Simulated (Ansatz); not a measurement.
A search over several starts for the lowest SCF solution of AlO₃H₃ at the given spin, in a small basis.

```yaml
crystal:
  periodic: [false, false, false]
  atoms:
    - {symbol: Al, position_ang: [0.000501, 0.000506, -0.000400]}
    - {symbol: O, position_ang: [1.046303, -1.128064, 0.695814]}
    - {symbol: O, position_ang: [-0.498544, 1.348457, 0.886109]}
    - {symbol: O, position_ang: [-0.545590, -0.218913, -1.583370]}
    - {symbol: H, position_ang: [-1.090329, 2.009531, 0.531690]}
    - {symbol: H, position_ang: [1.376967, -1.043370, 1.588198]}
    - {symbol: H, position_ang: [-0.289308, -0.968138, -2.118051]}
basis:
  gaussian: {orbitals: def2-SVP, initial_orbitals: start.molden}
hamiltonian: {xc: pbe0, dispersion: d4}
output: {orbitals: {seedname: orbitals}}
```

The file start.molden holds the orbitals of an earlier run on this structure, at another level or in another basis.

```sh
$ ansatz run in.yaml --threads 4 --pin off --events-out ev --progress --plain --max-ram 3916MiB
```

Shortened log:

```
Functional definition: PBE0
701 factors; integrals over basis functions are off by at most 7.2e-4 eV
mean field evaluation 1: about -12689.8641 eV, gradient 1.3e2 eV
mean field evaluation 2: about -12732.4364 eV, gradient 6.0e1 eV
mean field evaluation 4: about -12774.2584 eV, gradient 9.4e0 eV
mean field evaluation 8: about -12774.6218 eV, gradient 5.0e-3 eV
mean field evaluation 16: about -12774.6181 eV, gradient 1.3e0 eV
mean field -12774.62181339 eV, -469.4586926924 hartree, gradient 3.2e-5 eV, S^2 0.000000; 1 other end points of the search recorded, 0 dependent functions left out
reference -12774.62183977 eV, -469.4586936617 hartree; 20, 20 occupied and 55, 55 virtual orbitals, 701 factors
Total energy: -12774.70705795 eV, -469.4618253723 hartree
```

Run time 0.75 s (4 threads of Arm Neoverse V2 on a shared host).

The structure comes from a short search, and lower isomers may exist.
